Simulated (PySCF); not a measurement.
Electrostatic solvation of a mixed set.

Computed with PySCF at CAM-B3LYP/def2-SVPD, non-relativistic, each on one gas-phase PBE0-D3(BJ)/def2-SVP geometry that isn't relaxed in the solvent. The solvent is an IEF-PCM continuum (Bondi radii, 1.10 Å for H, scaled by 1.2). The model holds no explicit solvent molecules, cavitation or dispersion.

Question: Order them by E(solvent) − E(gas) in acetone (ε = 20.49), most negative first (kJ/mol).
A. `C#Cc1cn2ccccc2n1`
B. `[CH3:1][CH:2]([CH3:3])[CH2:4][CH:5]([F:6])[F:7]` with C1–C2–C4–C5 174°, C2–C4–C5–F6 -58°
C. `[CH2:1]=[CH:2][CH2:3][C:4]#[C:5]/[C:6]([C:7]#[N:8])=[CH:9]\[C:10]#[N:11]` with C1–C2–C3–C4 123°
D. `Cc1cccc(C#N)c1C#N`
E. `CC1=C(C#N)C=CC(C#N)=C1`
F. `[CH2:1]=[C:2]=[C:3]=[CH:4][C@@H:5]([F:6])[C:7]#[N:8]` with C3–C4–C5–F6 122°

Answer: D (-42.8), E (-41.2), C (-38.9), A (-38.0), F (-28.3), B (-14.9).

```json
{"SMILES": "Cc1cccc(C#N)c1C#N", "charge": "0", "ΔE (kJ/mol)": "-42.8", "polarisation term (kJ/mol)": "-54.8", "HOMO shift (eV)": "+0.36", "dipole gas (D)": "7.43", "dipole solvent (D)": "10.10", "atoms": "17", "lowest singlet, gas (eV)": "4.84", "lowest singlet, solvent (eV)": "4.73"}
{"SMILES": "Cc1cc(C#N)ccc1C#N", "charge": "0", "ΔE (kJ/mol)": "-41.2", "polarisation term (kJ/mol)": "-50.2", "HOMO shift (eV)": "+0.29", "dipole gas (D)": "0.74", "dipole solvent (D)": "0.81", "atoms": "17", "lowest singlet, gas (eV)": "4.85", "lowest singlet, solvent (eV)": "4.69"}
{"SMILES": "C=CCC#C/C(C#N)=C\\C#N", "charge": "0", "ΔE (kJ/mol)": "-38.9", "polarisation term (kJ/mol)": "-46.4", "HOMO shift (eV)": "+0.21", "dipole gas (D)": "2.28", "dipole solvent (D)": "2.42", "atoms": "17", "lowest singlet, gas (eV)": "4.34", "lowest singlet, solvent (eV)": "4.25"}
{"SMILES": "C#Cc1cn2ccccc2n1", "charge": "0", "ΔE (kJ/mol)": "-38.0", "polarisation term (kJ/mol)": "-48.4", "HOMO shift (eV)": "-0.01", "dipole gas (D)": "3.92", "dipole solvent (D)": "5.82", "atoms": "17", "lowest singlet, gas (eV)": "4.36", "lowest singlet, solvent (eV)": "4.46"}
{"SMILES": "C=C=C=C[C@@H](F)C#N", "charge": "0", "ΔE (kJ/mol)": "-28.3", "polarisation term (kJ/mol)": "-33.3", "HOMO shift (eV)": "+0.33", "dipole gas (D)": "4.59", "dipole solvent (D)": "5.78", "atoms": "12", "lowest singlet, gas (eV)": "4.01", "lowest singlet, solvent (eV)": "3.98"}
{"SMILES": "CC(C)CC(F)F", "charge": "0", "ΔE (kJ/mol)": "-14.9", "polarisation term (kJ/mol)": "-17.0", "HOMO shift (eV)": "+0.22", "dipole gas (D)": "2.43", "dipole solvent (D)": "2.88", "atoms": "17", "lowest singlet, gas (eV)": "9.05", "lowest singlet, solvent (eV)": "9.06"}
```

Over the 6 neutral species the correlation coefficient of ΔE with the squared gas-phase dipole is -0.32. The polarisation term is half the interaction of the solute with the induced surface charges. Singlets are vertical TDDFT energies (frozen core, non-equilibrium response), the lowest in each medium.
